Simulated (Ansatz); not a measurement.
Ideal-gas functions of C2H4NOSi (`CO[SiH]C#N`) radical at 298.15 K and 1 bar, from an Ansatz frequency run at PBE0-D4/def2-TZVP.

Molar mass 86.15 g/mol, point group C1 (symmetry number 1), electronic degeneracy 2, moments of inertia 69.308, 183.22, 244.247 u Å². Harmonic wavenumbers (cm⁻¹, unscaled): 77, 83, 143, 230, 268, 400, 577, 672, 737, 816, 1153, 1181, 1212, 1482, 1494, 1498, 2239, 2293, 3038, 3110, 3144.

Use S(trans) = R[1.5 ln M + 2.5 ln T − 1.1517]; rotational temperatures θ = 24.2544 K / I; S(rot) = R[ln(√π/σ · √(T³/θAθBθC)) + 1.5]; for each mode x = 1.438777 ν̃/T, S = R[x/(eˣ − 1) − ln(1 − e⁻ˣ)] and H = RT x/(eˣ − 1); 1 cm⁻¹ = 0.0119627 kJ/mol; R = 8.31446 J/(mol·K).

**Question.** By hand: the entropy, in J/(mol·K).

**Answer.** Translation 164.4. Rotation: θ = 0.35, 0.1324, 0.0993 K, giving 110.7. Vibration, mode by mode: 16.59, 15.98, 11.56, 7.86, 6.73, 4.03, 2.05, 1.43, 1.11, 0.81, 0.21, 0.19, 0.16, 0.05, 0.05, 0.05, 0.00, 0.00, 0.00, 0.00, 0.00, in all 68.9. Electronic 5.8. Sum 349.8 J/(mol·K).

**Question.** By hand: H − E and G − E in kJ/mol, counted from the electronic energy.

**Answer.** Zero-point energy ½ × 25847 × 0.0119627 = 154.6; thermal vibration 10.6; translation, rotation and pV give 4 RT = 9.9. H − E = 175.1 kJ/mol, and G − E = 175.1 − 298.15 × 349.8/1000 = 70.8 kJ/mol.

Vibration gives 20 % of the entropy, 44.1 J/(mol·K) of it from the modes under 150 cm⁻¹: soft modes count most, and the harmonic formula is weakest for them. The sum counts one conformer and one mirror image; others add a mixing term.
